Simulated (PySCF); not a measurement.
Electron correlation in Ne⁺ (neon, charge +1)

[He] 2s2 2p5, 2P determinant. Calculation: PySCF 2.14, in x2c-QZVPPall (7s4p3d2f1g, 57 functions); scalar relativity by spin-free X2C-1e. Frozen: 1s2; 7 electrons correlated.

| level | correlation energy (mhartree) |
| --- | --- |
| CCSD | -226.85 |
| (T) | -2.99 |
| CCSD(T) | -229.84 |

Diagnostics: T1 = 0.0037, D1 = 0.0060, largest double amplitude 0.025.

Cost of the coupled-cluster step: about 4 core-seconds, for 7 correlated electrons.
